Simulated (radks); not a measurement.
Results of a calculation; reference values are marked as such.
Isoelectronic series with 19 electrons, all held in the configuration [Ar] 4s1, which need not be the ground one along the series. Code: a radial shooting solver on a logarithmic mesh with Libxc functionals. Model: Dirac Kohn-Sham, PBE, spin-unpolarised, spherical densities, finite nucleus; Fermi nuclear charge, rms radius of each element as measured or else 0.836 A^(1/3) + 0.57 fm. Total energies (hartree) and mean radii <r> (bohr):

ion	E (hartree)	4s1/2	3p3/2
K	-602.08908	5.007	1.438
Ca+	-680.09670	3.602	1.269
Sc2+	-763.21626	2.947	1.140
Ti3+	-851.44394	2.534	1.036
V4+	-944.78385	2.240	0.9507
Cr5+	-1043.24399	2.015	0.8793
Mn6+	-1146.83503	1.836	0.8183
Fe7+	-1255.56964	1.689	0.7655
Co8+	-1369.46190	1.566	0.7194
Ni9+	-1488.52753	1.461	0.6787
Cu10+	-1612.78274	1.369	0.6425
Zn11+	-1742.24597	1.289	0.6100
Ga12+	-1876.93586	1.218	0.5807
Ge13+	-2016.87250	1.155	0.5541
As14+	-2162.07734	1.098	0.5299
